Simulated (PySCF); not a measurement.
TaF4, SMILES [F][Ta]([F])([F])[F] (connectivity only; charge and spin as stated), neutral, multiplicity 2. Atoms are numbered in the order given.

```xyz
5

Ta     0.0000     0.0000     0.0000
F      1.2486     1.2486     0.6402
F     -1.2486    -1.2486     0.6402
F      1.2486    -1.2486    -0.6402
F     -1.2486     1.2486    -0.6402
```
Charge 0, spin multiplicity 2.

Coordinates come from a B3LYP-D3(BJ)/def2-SVP optimisation. The spin state was assumed, not searched. The isomer is the one that the SMILES or the coordinates give; other isomers of the formula were not compared. The def2 effective core potentials stand for the cores of Ta; spin–orbit coupling is left out.

Calculation: B3LYP/def2-TZVP (PySCF).

ESP charges are fitted to the potential on shells at 1.4 to 2.0 van der Waals radii. Atomic charges (e):

```
atom  Löwdin  ESP fit  Mulliken  Mulliken spin
----  ------  -------  --------  -------------
Ta1     0.88     1.25      1.53           0.99
F2     -0.22    -0.31     -0.38           0.00
F3     -0.22    -0.31     -0.38           0.00
F4     -0.22    -0.31     -0.38           0.00
F5     -0.22    -0.31     -0.38           0.00
```
